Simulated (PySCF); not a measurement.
# Spinor energies of La³⁹⁺ (lanthanum, charge +39)

Start: [Ar]. Calculated with PySCF 2.14 in an uncontracted even-tempered set (19 s from 8.1 bohr⁻², ratio 2.4; 14 p from 11 bohr⁻², ratio 2.4; 4 d from 42 bohr⁻², ratio 2.6; 4 f from 63 bohr⁻², ratio 2.6): generalised Hartree-Fock with the X2C-1e Hamiltonian and a Gaussian nucleus; one run each with spin-orbit coupling (SO) switched off, then screened by Boettger's factors.

```tsv
spinor shell	electrons	ε, spin-free (eV)	ε, screened SO (eV)	weight of nominal j (screened SO)	rms radius, screened SO (bohr)
1s1/2	2	-41342.2	-41337.6	1.000	0.0286
2s1/2	2	-8486.5	-8485.1	1.000	0.115
2p1/2	2	-7835.4	-8129.5	1.000	0.0986
2p3/2	4	-7835.4	-7705.3	1.000	0.104
3s1/2	2	-3199.7	-3199.3	1.000	0.280
3p1/2	2	-2983.5	-3054.4	1.000	0.269
```

Task: Where does 3p3/2 lie, and what is the 3p spin-orbit splitting (screened SO)?

Result: At -2951.9 eV, 102.55 eV above 3p1/2.

```json
{"quantity": "E (hartree)", "spin-free": "-7235.41807", "screened SO": "-7238.81910"}
{"quantity": "M_J", "spin-free": "0", "screened SO": "0"}
{"quantity": "⟨J²⟩", "spin-free": "0.000", "screened SO": "0.000"}
{"quantity": "⟨L²⟩", "spin-free": "0.000", "screened SO": "0.017"}
{"quantity": "⟨S²⟩", "spin-free": "0.000", "screened SO": "0.017"}
```

Breit and QED terms are absent; they matter most for the inner s and p1/2 levels.

Densities and radii are taken from the X2C orbitals without a picture-change correction, which distorts them close to the nucleus.

Without spin-orbit coupling the j labels of p, d and f shells carry no meaning; the spin-free column gives the mean over the occupied spinors of each nl shell.
